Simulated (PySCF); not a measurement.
**Basis-set dependence of AlI at r²SCAN**

PySCF, UKS reference; singlet, unpaired electrons none; De to Al + I without counterpoise correction.

| basis | relativity | functions | Re (Å) | ωe (cm⁻¹) | De (eV) | μ (D) |
| --- | --- | --- | --- | --- | --- | --- |
| def2-SVP | scalar-relativistic core potentials | 44 | 2.553 | 317 | 3.97 | -1.57 |
| x2c-SVPall | spin-free X2C | 54 | 2.548 | 321 | 3.98 | -1.33 |
| def2-SVPD | scalar-relativistic core potentials | 59 | 2.561 | 311 | 3.98 | -1.60 |
| def2-TZVPP | scalar-relativistic core potentials | 92 | 2.552 | 312 | 3.96 | -1.58 |

Problem. How does each smaller set differ from the one with most functions, def2-TZVPP?

Solution. def2-SVP: +0.1 pm, +1.6 % in ωe, +0.01 eV in De; x2c-SVPall: -0.4 pm, +2.9 % in ωe, +0.02 eV in De; def2-SVPD: +0.9 pm, -0.3 % in ωe, +0.02 eV in De. All at r²SCAN; the set with most functions is neither the basis-set limit nor always the best. The rows treat relativity differently, so the differences are not basis effects alone.

A positive dipole means Al(−)I(+). Measured (Huber and Herzberg, Constants of Diatomic Molecules (1979)): Re = 2.537102 Å, ωe = 316.1 cm⁻¹. Spin–orbit coupling is left out, which matters for elements this heavy, above all for dissociation energies.
